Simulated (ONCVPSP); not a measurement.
## Varying the ONCV potential for molybdenum (Mo)

Base potential:

* Element: Mo
* Generator: ONCVPSP 4.0.1
* Type: optimised norm-conserving Vanderbilt (ONCV)
* Functional: LDA (Perdew-Wang 92)
* Relativity: scalar-relativistic
* Frozen core: [Ar] 3d10
* Valence charge: 14
* Reference configuration: 4s2 4p6 4d5 5s1
* Partial waves: 4s+5s: rc 1.70 bohr, ncon 4, nbas 9, qcut 8.8 1/bohr, 2 projectors; 4p: rc 2.00 bohr, ncon 4, nbas 7, qcut 5.7 1/bohr, 2 projectors, debl 2.2 Ha; 4d: rc 1.65 bohr, ncon 5, nbas 8, qcut 6.2 1/bohr, 1 projector; f scattering state at 0.4 Ha: rc 1.65 bohr, ncon 4, nbas 8, qcut 6.6 1/bohr, local
* Local potential: the f channel
* Core correction: polynomial model core, fcfact 0.25

All-electron outer shells of the reference configuration (LDA (PZ), scalar-relativistic, ld1.x):

```
shell  level (eV)  outermost node (bohr)  outermost maximum (bohr)
   3d     -221.32                      –                      0.32
   4s      -64.42                   0.51                      0.99
   4p      -38.59                   0.52                      1.06
   5s       -4.33                   1.34                      2.93
   4d       -3.94                   0.53                      1.38
```

Cutoffs, loose and tight: the cutoffs (Ha) at which the residual kinetic energy of the hardest occupied pseudo-wave falls to 1 and 0.1 mHa per electron. They do not see the model core or the augmentation charge, which bear on the density cutoff. Test errors are all-electron minus pseudo excitation energies from the reference, over the configurations 4s2 4p6 4d5 5s0; 4s2 4p6 4d4 5s0; 4s2 4p6 4d3 5s0; 4s2 4p6 4d5 5s0.5. A dash means not determined; rows that change the core or the reference have their own tests.

```csv
change,outcome,"cutoff, loose","cutoff, tight",bound ghosts,GHOST(+) flags above zero,largest test error (meV)
base,generated,23 Ha,57 Ha,none,s,-2.0
"all radii but the core radius scaled by about 1.06 (s 1.80, p 2.12, d 1.74, f 1.74 bohr)",generated,22 Ha,49 Ha,none,s,-2.4
"core correction polynomial model core, fcfact 0.36",generated,23 Ha,57 Ha,none,s,-2.0
"d: ncon 3, nbas 6",generated,23 Ha,29 Ha,none,s,-3.9
s: qcut 8.2,generated,22 Ha,57 Ha,none,none,-2.0
"core correction Teter function, fcfact 1.75, rcfact 1.3",generated,23 Ha,57 Ha,none,s,-2.0
"f: nproj 1; local potential polynomial inside 1.25 bohr (lpopt 5, dvloc0 0 Ha)",generated,23 Ha,57 Ha,none,s,+6.8
"core [Ar] 3d10 4s2, valence charge 12; reference 4p6 4d4; waves now s scattering state at 0.33 Ha: rc 2.25 bohr, ncon 4, nbas 9, qcut 3.6 1/bohr, 1 projector; 4p: rc 1.80 bohr, ncon 4, nbas 8, qcut 9.7 1/bohr, 1 projector; 4d: rc 2.25 bohr, ncon 4, nbas 9, qcut 8.4 1/bohr, 2 projectors, debl 2.5 Ha; f scattering state at 0.03 Ha: rc 2.20 bohr, ncon 4, nbas 8, qcut 5.4 1/bohr, 2 projectors, debl 2.9 Ha; local potential polynomial inside 1.15 bohr (lpopt 5, dvloc0 0 Ha)","failed: ERROR pspot: first pseudo wave function has node, program will stop",–,–,–,–,–
p: rc 1.5,failed: test_data: rc < rc(lloc) for l = 1. Not allowed.,–,–,–,–,–
```

Q: What comes out with this change to the base: functional PBEsol?

A: outcome: generated; cutoff, loose: 23 Ha; cutoff, tight: 55 Ha; bound ghosts: none; GHOST(+) flags above zero: s; largest test error (meV): -2.1.

Q: What comes out with this change to the base: s: qcut 9.6; p: qcut 6.2; d: qcut 6.7; f: qcut 7.2?

A: outcome: generated; cutoff, loose: 25 Ha; cutoff, tight: 30 Ha; bound ghosts: none; GHOST(+) flags above zero: s; largest test error (meV): +2.2.

Q: What comes out with this change to the base: f: rc 1.7?

A: outcome: failed: test_data: rc < rc(lloc) for l = 2. Not allowed.. Cause: the input breaks a rule of the program: no channel may have a smaller radius than the local channel.
